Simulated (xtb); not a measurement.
C₂HF₄ (SMILES F[CH]C(F)(F)F), doublet, geometry from GFN2-xTB, atoms displaced at random by about 0.02 Å a coordinate. Base run: GFN1-xTB (xtb 6.7.1).

Here is a job for xtb.
```
$ xtb mol.xyz --gfn 1 --uhf 1 --opt --json

# file mol.xyz
7

F      1.82134096    -0.87297956    -0.13051188
C      1.12757041     0.25346568    -0.24496815
C     -0.34705461     0.16742750     0.01903002
F     -0.59954148     0.01562532     1.32208246
F     -0.98469683    -0.82041668    -0.63017569
F     -0.92141672     1.32311628    -0.41028463
H      1.66141676     1.09469487    -0.38811870
```

Each row names what was changed in the base input (with any setting that the change needs).

| change | ΔE vs base (kcal/mol) | optimiser steps |
|---|---|---|
| base | 0.000 | 12 |
| alpb = acetone | -2.02 | 17 |
| engine = inertial | 0.000 | - |
| opt level = lax | 0.006 | 9 |
| opt level = sloppy | 0.013 | 8 |
| opt level = tight | -0.035 | 20 |
| opt level = extreme | -0.035 | 23 |
| engine = lbfgs | 0.001 | - |
| opt level = crude | 0.356 | 3 |
| opt level = loose | 0.006 | 9 |
